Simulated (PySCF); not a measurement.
disulfane (H2S2), SMILES SS.

The structure is a stationary point at PBE0-D3(BJ)/def2-TZVP.

All values below come from PBE0-D3(BJ)/def2-TZVP in PySCF.

Frequencies are harmonic and unscaled.

```json
[
 {"mode": "1", "ν (cm⁻¹)": "464", "IR (km/mol)": "14.9", "moving atoms (share of kinetic energy)": "H 96 %"},
 {"mode": "2", "ν (cm⁻¹)": "536", "IR (km/mol)": "0.1", "moving atoms (share of kinetic energy)": "S 99 %"},
 {"mode": "3", "ν (cm⁻¹)": "906", "IR (km/mol)": "0.0", "moving atoms (share of kinetic energy)": "H 97 %"},
 {"mode": "4", "ν (cm⁻¹)": "908", "IR (km/mol)": "6.6", "moving atoms (share of kinetic energy)": "H 94 %"},
 {"mode": "5", "ν (cm⁻¹)": "2663", "IR (km/mol)": "0.6", "moving atoms (share of kinetic energy)": "H 97 %"},
 {"mode": "6", "ν (cm⁻¹)": "2666", "IR (km/mol)": "4.3", "moving atoms (share of kinetic energy)": "H 97 %"}
]
```
